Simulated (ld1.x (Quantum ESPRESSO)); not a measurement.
**manganese (Mn): excitation energies, all-electron against TM**

```json
{
 "Element": "Mn",
 "Generator": "ld1.x (Quantum ESPRESSO) 7.5",
 "Type": "norm-conserving Troullier–Martins (Kleinman–Bylander form)",
 "Functional": "revPBE",
 "Relativity": "fully relativistic",
 "Frozen core": "[Ar]",
 "Valence charge": "7",
 "Reference configuration": "3d5 4s1.5 4p0 (charge +0.5)",
 "Partial waves": "4p (bound, empty): rc 0.90 bohr; 3d (bound): rc 1.90 bohr; 4s (bound): rc 2.20 bohr",
 "Local potential": "the s channel",
 "Core correction": "none"
}
```

Open shells are filled in proportion to 2j + 1 (rel_dist='average').

Energies are relative to the spin-unpolarised reference configuration 3d5 4s1.5 4p0; without spin polarisation the order of configurations can differ from experiment. Not all tests gave a result: 3 of 7 tests not solved or not reliable. Left out of the table: 3d4 4s2 4p1 (solver errors, printed error -3.0 eV); 3d5 4s0 4p1 (solver errors, printed error -2.8 eV); 3d5 4s0 4p2 (solver errors, printed error -308 eV).

Q: Give the all-electron excitation energy and the error of the potential for: 3d5 4s2 4p0; 3d5 4s1 4p0; 3d5 4s0 4p0; 3d4 4s0 4p0.

A:

| valence configuration | charge | ΔE all-electron (eV) | error AE − PS (meV) |
| --- | --- | --- | --- |
| 3d5 4s2 4p0 | 0 | -3.326 | +0.9 |
| 3d5 4s1 4p0 | +1 | 5.004 | +3.6 |
| 3d5 4s0 4p0 | +2 | 20.445 | +101 |
| 3d4 4s0 4p0 | +3 | 52.858 | -51 |

Levels in the configuration 3d5 4s2 4p0:

```json
{"level": "3d j=3/2", "all-electron (eV)": "-6.787", "pseudo (eV)": "-6.801"}
{"level": "3d j=5/2", "all-electron (eV)": "-6.669", "pseudo (eV)": "-6.683"}
{"level": "4s j=1/2", "all-electron (eV)": "-5.049", "pseudo (eV)": "-5.052"}
```

Note: ghost states, extra bound levels that the all-electron valence spectrum of the same l lacks: p3/2 at -13.0 eV, p1/2 at -11.6 eV. A true bound ghost makes a file unfit for plane-wave use. The 4p radius (0.90 bohr) lies inside the outermost node of the all-electron wave (1.15 bohr), which a nodeless pseudo-wave cannot match soundly.
